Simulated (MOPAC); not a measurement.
MOPAC input (AM1):

```
AM1 PRECISE GNORM=0.05 LET XYZ CHARGE=-1 GEO-OK AUX(PRECISION=9) THREADS=1
C3H7Ge

C    -2.75851000 1    0.30192100 1    0.25290800 1
C    -1.75819800 1    0.01719600 1   -0.60014800 1
C    -0.62059500 1   -0.90966100 1   -0.22759900 1
Ge    1.01909900 1    0.12051600 1    0.15176400 1
H    -3.46554500 1    1.00803000 1   -0.23472500 1
H    -1.63536200 1    0.43053600 1   -1.62089700 1
H    -0.88324800 1   -1.44734800 1    0.68702800 1
H    -0.37167000 1   -1.63834600 1   -1.01037200 1
H     0.86956600 1    1.01145300 1    1.40681400 1
H     1.39057600 1    1.06558500 1   -1.02405400 1
H     2.30832200 1   -0.74316900 1    0.38879100 1
```

Output:

```
 *******************************************************************************
 **                                                                           **
 **                              MOPAC v23.2.5                                **
 **                                                                           **
 *******************************************************************************
 ** MOPAC's Digital Object Identifier: https://doi.org/10.5281/zenodo.6511958 **
 **                                                                           **
 ** Please cite the open-source release paper for use of this MOPAC version:  **
 ** J. E. Moussa and J. J. P. Stewart (2026)                                  **
 ** MOPAC: An open-source semiempirical molecular orbital program             **
 ** J. Open Source Softw., 11(119), 8025, https://doi.org/10.21105/joss.08025 **
 *******************************************************************************

                              AM1 CALCULATION RESULTS

 *******************************************************************************
 *  AM1        - The AM1 Hamiltonian to be used
 *  GEO-OK     - OVERRIDE INTERATOMIC DISTANCE AND OTHER SAFETY CHECKS
 *
 *
 *
 *                 CHARGE ON SYSTEM = -1
 *
 *
 *
 *  LET        - OVERRIDE SOME SAFETY CHECKS
 *  PRECISE    - TIGHTER CRITERIA TO BE USED
 *  XYZ        - CARTESIAN COORDINATE SYSTEM TO BE USED
 *  GNORM      - EXIT WHEN GRADIENT NORM DROPS BELOW 0.050
 *  AUX        - OUTPUT AUXILIARY INFORMATION
 *******************************************************************************
AM1 PRECISE GNORM=0.05 LET XYZ CHARGE=-1 GEO-OK AUX(PRECISION=9) THREADS=1
 C3H7Ge

   ATOM   CHEMICAL          X               Y               Z
  NUMBER   SYMBOL      (ANGSTROMS)     (ANGSTROMS)     (ANGSTROMS)

     1       C         -2.75851000  *   0.30192100  *   0.25290800  *
     2       C         -1.75819800  *   0.01719600  *  -0.60014800  *
     3       C         -0.62059500  *  -0.90966100  *  -0.22759900  *
     4      Ge          1.01909900  *   0.12051600  *   0.15176400  *
     5       H         -3.46554500  *   1.00803000  *  -0.23472500  *
     6       H         -1.63536200  *   0.43053600  *  -1.62089700  *
     7       H         -0.88324800  *  -1.44734800  *   0.68702800  *
     8       H         -0.37167000  *  -1.63834600  *  -1.01037200  *
     9       H          0.86956600  *   1.01145300  *   1.40681400  *
    10       H          1.39057600  *   1.06558500  *  -1.02405400  *
    11       H          2.30832200  *  -0.74316900  *   0.38879100  *

          CARTESIAN COORDINATES

    NO.       ATOM           X           Y           Z

     1         C         -2.7585      0.3019      0.2529
     2         C         -1.7582      0.0172     -0.6001
     3         C         -0.6206     -0.9097     -0.2276
     4        Ge          1.0191      0.1205      0.1518
     5         H         -3.4655      1.0080     -0.2347
     6         H         -1.6354      0.4305     -1.6209
     7         H         -0.8832     -1.4473      0.6870
     8         H         -0.3717     -1.6383     -1.0104
     9         H          0.8696      1.0115      1.4068
    10         H          1.3906      1.0656     -1.0241
    11         H          2.3083     -0.7432      0.3888

  H: (AM1): M.J.S. DEWAR ET AL, J. AM. CHEM. SOC. 107 3902-3909 (1985)
  C: (AM1): M.J.S. DEWAR ET AL, J. AM. CHEM. SOC. 107 3902-3909 (1985)
 Ge: (AM1): M.J.S.Dewar and C.Jie, Organometallics, 8, 1544, (1989)

           Empirical Formula: C3 H7 Ge  =    11 atoms

      MOLECULAR POINT GROUP   :   C1

      RHF CALCULATION, NO. OF DOUBLY OCCUPIED LEVELS = 12

          Geometry optimization using EF

          DIAGONAL MATRIX USED AS START HESSIAN

 CYCLE:     1  GRAD.:   103.162 HEAT:  78.65993
 CYCLE:     2  GRAD.:   379.840 HEAT:  93.05147
 CYCLE:     3  GRAD.:   164.952 HEAT:  78.58455
 CYCLE:     4  GRAD.:   307.664 HEAT:  97.00272
 CYCLE:     5  GRAD.:   119.309 HEAT:  79.46849
 CYCLE:     6  GRAD.:   332.109 HEAT:  91.30528
 CYCLE:     7  GRAD.:   122.720 HEAT:  75.68981
 CYCLE:     8  GRAD.:   298.978 HEAT:  100.7523
 CYCLE:     9  GRAD.:   106.260 HEAT:  75.67153
 CYCLE:    10  GRAD.:   509.474 HEAT:  127.6560
 CYCLE:    11  GRAD.:    85.531 HEAT:  74.76686
 CYCLE:    12  GRAD.:   249.518 HEAT:  93.37638
 CYCLE:    13  GRAD.:   108.502 HEAT:  74.89403
 CYCLE:    14  GRAD.:   167.714 HEAT:  89.53049
 CYCLE:    15  GRAD.:    29.007 HEAT:  70.85473
 CYCLE:    16  GRAD.:    16.422 HEAT:  70.62694
 CYCLE:    17  GRAD.:     5.340 HEAT:  70.49258
 CYCLE:    18  GRAD.:     5.107 HEAT:  70.45296
 CYCLE:    19  GRAD.:     4.244 HEAT:  70.39998
 CYCLE:    20  GRAD.:     2.397 HEAT:  70.36429
 CYCLE:    21  GRAD.:     1.667 HEAT:  70.35831
 CYCLE:    22  GRAD.:     1.140 HEAT:  70.35339
 CYCLE:    23  GRAD.:     1.150 HEAT:  70.34502
 CYCLE:    24  GRAD.:     1.099 HEAT:  70.34015
 CYCLE:    25  GRAD.:     0.887 HEAT:  70.33623
 CYCLE:    26  GRAD.:     0.656 HEAT:  70.33216
 CYCLE:    27  GRAD.:     0.337 HEAT:  70.33049
 CYCLE:    28  GRAD.:     0.150 HEAT:  70.33021
 CYCLE:    29  GRAD.:     0.138 HEAT:  70.33010
 CYCLE:    30  GRAD.:     0.185 HEAT:  70.32995
 CYCLE:    31  GRAD.:     0.163 HEAT:  70.32984
 CYCLE:    32  GRAD.:     0.116 HEAT:  70.32975
 CYCLE:    33  GRAD.:     0.124 HEAT:  70.32970
 CYCLE:    34  GRAD.:     0.193 HEAT:  70.32949
 CYCLE:    35  GRAD.:     0.203 HEAT:  70.32933
 CYCLE:    36  GRAD.:     0.208 HEAT:  70.32912
 CYCLE:    37  GRAD.:     0.188 HEAT:  70.32895
 CYCLE:    38  GRAD.:     1.255 HEAT:  70.33167
 CYCLE:    39  GRAD.:     0.323 HEAT:  70.32785
 CYCLE:    40  GRAD.:     0.290 HEAT:  70.32753
 CYCLE:    41  GRAD.:     0.512 HEAT:  70.32744
 CYCLE:    42  GRAD.:     0.130 HEAT:  70.32653
 CYCLE:    43  GRAD.:     0.103 HEAT:  70.32643
 CYCLE:    44  GRAD.:     0.107 HEAT:  70.32630
 CYCLE:    45  GRAD.:     0.102 HEAT:  70.32616
 CYCLE:    46  GRAD.:     0.279 HEAT:  70.32672
 CYCLE:    47  GRAD.:     0.067 HEAT:  70.32606
 CYCLE:    48  GRAD.:     0.060 HEAT:  70.32605
 CYCLE:    49  GRAD.:     0.069 HEAT:  70.32599
 CYCLE:    50  GRAD.:     0.075 HEAT:  70.32596
 CYCLE:    51  GRAD.:     0.087 HEAT:  70.32592
 CYCLE:    52  GRAD.:     0.061 HEAT:  70.32589
 CYCLE:    53  GRAD.:     0.057 HEAT:  70.32586
 CYCLE:    54  GRAD.:     0.031 HEAT:  70.32585

     GRADIENT =  0.03079 IS LESS THAN CUTOFF =  0.05000

 -------------------------------------------------------------------------------
 AM1 PRECISE GNORM=0.05 LET XYZ CHARGE=-1 GEO-OK AUX(PRECISION=9) THREADS=1
 C3H7Ge

     GEOMETRY OPTIMISED USING EIGENVECTOR FOLLOWING (EF).
     SCF FIELD WAS ACHIEVED

                              AM1 CALCULATION
                                                       MOPAC v23.2.5 Linux

          FINAL HEAT OF FORMATION =         70.32585 KCAL/MOL =     294.24335 KJ/MOL

          COSMO AREA              =        130.51 SQUARE ANGSTROMS
          COSMO VOLUME            =        122.21 CUBIC ANGSTROMS

          GRADIENT NORM           =          0.03079          =       0.00928 PER ATOM
          IONIZATION POTENTIAL    =          2.302841 EV
          HOMO LUMO ENERGIES (EV) =         -2.303  4.925
          NO. OF FILLED LEVELS    =         12
          MOLECULAR WEIGHT        =        115.6783         POINT GROUP:  C1

          MOLECULAR DIMENSIONS (Angstroms)

            Atom       Atom       Distance
            H    11    H     5     6.05357
            H     8    H     9     3.61837
            H     7    H    10     3.42596

          SCF CALCULATIONS        =         55

   ATOM   CHEMICAL          X               Y               Z
  NUMBER   SYMBOL      (ANGSTROMS)     (ANGSTROMS)     (ANGSTROMS)

     1       C         -2.78093898  *   0.28801852  *   0.23533791  *
     2       C         -1.77394116  *  -0.00463789  *  -0.61550532  *
     3       C         -0.71113351  *  -0.87763624  *  -0.24805413  *
     4      Ge          1.11788378  *   0.15305950  *   0.17119955  *
     5       H         -3.57953704  *   0.95641801  *  -0.12779318  *
     6       H         -1.69080123  *   0.41344640  *  -1.64089893  *
     7       H         -0.81888590  *  -1.40898134  *   0.71529944  *
     8       H         -0.27327645  *  -1.49934103  *  -1.05334951  *
     9       H          0.71499699  *   0.98707618  *   1.40914583  *
    10       H          1.34112632  *   0.96444308  *  -1.12540133  *
    11       H          2.12499670  *  -0.98968863  *   0.43492333  *

                             CARTESIAN COORDINATES

   1    C       -2.780938975     0.288018516     0.235337911
   2    C       -1.773941158    -0.004637892    -0.615505322
   3    C       -0.711133509    -0.877636237    -0.248054131
   4   Ge        1.117883778     0.153059504     0.171199546
   5    H       -3.579537037     0.956418007    -0.127793179
   6    H       -1.690801231     0.413446400    -1.640898932
   7    H       -0.818885905    -1.408981342     0.715299441
   8    H       -0.273276451    -1.499341030    -1.053349513
   9    H        0.714996987     0.987076178     1.409145829
  10    H        1.341126322     0.964443076    -1.125401329
  11    H        2.124996696    -0.989688628     0.434923328

           Empirical Formula: C3 H7 Ge  =    11 atoms

      MOLECULAR POINT GROUP   :   C1

                  EIGENVALUES
 -29.16571 -21.13253 -13.88087 -10.72465  -9.73636  -8.09676  -7.63320  -7.15548
  -6.92649  -6.38516  -3.34869  -2.30284   4.92529   5.32579   5.44656   7.59817
   8.08008   8.94789   9.08471  10.03337  10.31338  11.24766  12.22657

              NET ATOMIC CHARGES AND DIPOLE CONTRIBUTIONS

  ATOM NO.   TYPE          CHARGE      No. of ELECS.   s-Pop       p-Pop
    1          C          -0.395983        4.3960     1.53700     2.85898
    2          C          -0.370857        4.3709     1.21598     3.15487
    3          C           0.094296        3.9057     1.23662     2.66908
    4         Ge          -0.494077        4.4941     0.91686     3.57722
    5          H          -0.015935        1.0159     1.01594
    6          H           0.013961        0.9860     0.98604
    7          H           0.078150        0.9218     0.92185
    8          H           0.033563        0.9664     0.96644
    9          H           0.042188        0.9578     0.95781
   10          H           0.017909        0.9821     0.98209
   11          H          -0.003215        1.0032     1.00321
 DIPOLE           X         Y         Z       TOTAL
 POINT-CHG.     6.163    -1.677     0.455     6.403
 HYBRID         0.673     0.834    -1.702     2.011
 SUM            6.835    -0.843    -1.247     6.999

          ATOMIC ORBITAL ELECTRON POPULATIONS

     Atom    s        px        py        pz
    1  C   1.53700   0.78675   0.74456   1.32767
    2  C   1.21598   1.02952   1.14737   0.97798
    3  C   1.23662   0.82036   0.88766   0.96106
    4 Ge   0.91686   1.31656   1.16258   1.09809
    5  H   1.01594
    6  H   0.98604
    7  H   0.92185
    8  H   0.96644
    9  H   0.95781
   10  H   0.98209
   11  H   1.00321

 **********************
 *                    *
 * JOB ENDED NORMALLY *
 *                    *
 **********************

 == MOPAC DONE ==
```

The dipole moment of an ion depends on the origin.

The geometry given is a B3LYP-D3(BJ)/def2-TZVP minimum.
